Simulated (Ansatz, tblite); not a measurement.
Forces on Hg2Cl4⁺ at its PBE0-D4/def2-SVP geometry. Charge 1, multiplicity 2.

In the def2 sets Hg takes a core potential; there is no spin–orbit coupling. The xTB rows come from tblite. Another isomer (doublet) lies 0.51 eV lower at PBE0-D4/def2-TZVP; other spin states weren't run for this one.

GFN1-xTB (tblite), largest force 1.21 eV/Å:

```xyz
6
positions Å, forces eV/Å
Hg   -0.083   -1.338   -0.030    0.091   -1.141   -0.386
Hg    0.216    2.733   -0.146    0.021    0.141   -0.033
Cl   -0.034    4.705    0.910   -0.021    0.207    0.097
Cl    0.161   -3.806   -0.969   -0.094    0.869    0.352
Cl   -0.754   -2.936    1.551   -0.013   -0.017    0.032
Cl    0.494    0.642   -1.316    0.017   -0.059   -0.062
```

GFN2-xTB (tblite), largest force 1.07 eV/Å:

```
Hg -0.044 -1.066 -0.016
Hg -0.068 0.703 0.318
Cl 0.011 0.001 -0.032
Cl -0.040 0.524 0.165
Cl -0.035 -0.038 0.086
Cl 0.175 -0.123 -0.522
```

PBE-D4/def2-TZVP (Ansatz), largest force 0.25 eV/Å:

```
Hg 0.062 -0.071 -0.166
Hg -0.016 -0.093 0.018
Cl 0.023 -0.134 -0.083
Cl -0.020 0.238 0.080
Cl -0.010 -0.001 0.025
Cl -0.039 0.060 0.127
```
